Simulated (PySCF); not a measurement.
Computed IR spectrum (relative IR intensity) of a molecule C2H4F2OSi. Geometry optimised at B3LYP-D3(BJ)/def2-SVP. The values are those of a single conformer. Level of theory: B3LYP-D3(BJ)/def2-SVP run with PySCF 2.14.0. Frequencies are harmonic and unscaled.

Lines under 2 % of the strongest are left out, and lines within 2 cm⁻¹ are merged.

ν (cm⁻¹): 61 (vw), 139 (m), 235 (m), 286 (w), 333 (m), 339 (m), 417 (w), 552 (w), 682 (w), 762 (m), 899 (vs), 940 (s), 973 (m), 1014 (w), 1024 (m), 1036 (w), 1424 (w), 1674 (w), 3126 (vw), 3887 (s) (against the strongest line: vs over 80 %, s over 45 %, m over 15 %, w over 4 %, vw less)

Task: Pick the molecule that these values belong to.
A) O[SiH2]/C(F)=C\F
B) O[Si@H](F)/C=C\F
C) FC1(F)OC[SiH2]1
D) C=C[Si](O)(F)F

Result: D, C=C[Si](O)(F)F
